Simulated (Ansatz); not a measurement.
Cartesian coordinates in Å:
```
C 2.327 1.356 0.801
O 1.441 0.790 -0.111
Mo 0.273 -0.582 -0.378
O -0.815 -2.126 -0.194
O 0.808 -0.966 1.420
F -0.116 -0.198 -2.184
F 1.493 -1.743 -1.146
O -1.242 0.425 -0.047
C -2.455 0.587 -0.712
H 2.347 0.740 1.705
H 1.998 2.370 1.043
H 3.323 1.392 0.352
H -1.599 -2.098 0.362
H 0.541 -1.827 1.753
H -3.079 -0.308 -0.591
H -2.268 0.740 -1.780
H -2.978 1.449 -0.294
```

Charge 0, multiplicity 1. Mo takes the def2 core potential.

Task: List the PBE/def2-TZVPP orbital energies in eV (the Gaussian-basis code of Ansatz). (An estimate is asked.)

Result: Ansatz gave: Occupied: -659.18, -658.89, -511.54, -511.27, -510.54, -510.34, -270.62, -270.60, -69.83, -43.83, -43.75, -43.64, -28.10, -27.80, -25.91, -25.64, -24.58, -24.29, -17.26, -17.14, -13.34, -12.93, -12.58, -12.18, -11.97, -11.60, -11.50, -11.43, -10.48, -10.31, -10.11, -9.95, -9.66, -8.81, -8.56, -8.42, -8.20, -7.96, -7.76, -7.38, -7.35, -7.07. Lowest empty: -3.61, -3.59, -3.38, -0.57, -0.06, 0.26, 0.53, 0.67.
